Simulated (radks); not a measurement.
Problem. The mean radii <r> (bohr) of the occupied orbitals of an atom or ion are listed with their occupations. All-electron calculation, non-relativistic Kohn-Sham, TPSS, spin-polarised, spherical densities, point nucleus; meta-GGA in the generalised Kohn-Sham scheme. Program: a radial shooting solver on a logarithmic mesh with Libxc functionals.

| orbital | occ. | <r> |
|---|---|---|
| 1s up | 1 | 0.2673 |
| 1s down | 1 | 0.2673 |
| 6p up | 1 | 12.56 |

Name the element and its charge. Open shells, if any, are filled with parallel spins first.

Solution. Z = 6, carbon, charge +3: C3+ in [He] 6p1. The 1s radius gives Z: for a bare nucleus <r> = 1.5/Z, 0.25 bohr for Z = 6, and screening makes it slightly larger (0.2673 here). The occupations add up to 3, and the charge is Z minus that.
